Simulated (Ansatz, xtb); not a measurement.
**GaH7Si2: where a starting geometry ends**

The starting geometry of this gas-phase singlet has its atoms placed at random.

```xyz
10

Ga    2.0361   -0.8488    0.8872
Si    0.6978    0.8678    0.1666
Si    0.8213   -2.0879   -0.2144
H    -0.6134    1.6843    1.3777
H    -0.8934   -1.6095    0.1421
H    -0.5953    2.2812    0.1960
H     0.3476    1.9315   -1.4845
H    -0.3324   -2.1084   -1.1695
H    -0.8792    0.1627   -0.8424
H     2.5025    0.2535   -0.1981
```

Problem. Guess where an optimisation with r2SCAN-D4/def2-SVP ends from this start.

Solution. It falls apart into GaH5Si2 + H2. Distances that change by over a tenth: Ga1–Si2 (2.29 → 2.59 Å). Contacts that open: Ga1–Si3 (2.06 → 4.16 Å), Ga1–H10 (1.62 → 3.44 Å). Contacts that close: Si2–Si3 (2.98 → 2.35 Å), Si2–H7 (2.00 → 1.51 Å), Si2–H10 (1.94 → 1.51 Å), Si3–H5 (1.82 → 1.50 Å), Si3–H9 (2.89 → 1.50 Å), H4–H6 (1.32 → 0.76 Å).

The energy falls by 10.41 eV over 45 steps:

```csv
step,E − E(last) (eV)
1,10.408
6,2.186
11,0.906
16,0.217
21,0.018
25,0.005
30,0.002
35,0.001
40,0.000
45,0.000
```

Final geometry (Å):

```json
{"atom": "Ga", "x (Å)": "3.3306", "y (Å)": "-1.0398", "z (Å)": "1.4704"}
{"atom": "Si", "x (Å)": "1.7398", "y (Å)": "0.1430", "z (Å)": "-0.1926"}
{"atom": "Si", "x (Å)": "-0.3019", "y (Å)": "-0.9648", "z (Å)": "-0.5467"}
{"atom": "H", "x (Å)": "-1.2252", "y (Å)": "2.1070", "z (Å)": "0.5259"}
{"atom": "H", "x (Å)": "-1.0402", "y (Å)": "-1.1132", "z (Å)": "0.7480"}
{"atom": "H", "x (Å)": "-1.9511", "y (Å)": "2.1790", "z (Å)": "0.7356"}
{"atom": "H", "x (Å)": "1.4088", "y (Å)": "1.5431", "z (Å)": "0.2584"}
{"atom": "H", "x (Å)": "-0.0320", "y (Å)": "-2.3448", "z (Å)": "-1.0654"}
{"atom": "H", "x (Å)": "-1.2097", "y (Å)": "-0.2803", "z (Å)": "-1.5204"}
{"atom": "H", "x (Å)": "2.3724", "y (Å)": "0.2971", "z (Å)": "-1.5524"}
```

From the same start GFN2-xTB reaches the same bonding as this run.

From so rough a start the end depends on the optimiser's path, so another program may land elsewhere. The end wasn't checked by frequencies. Run with Ansatz 0.2.0, 91 s on 2 threads of AMD EPYC 7R43 64-Core Processor (Zen 3) (shared host).
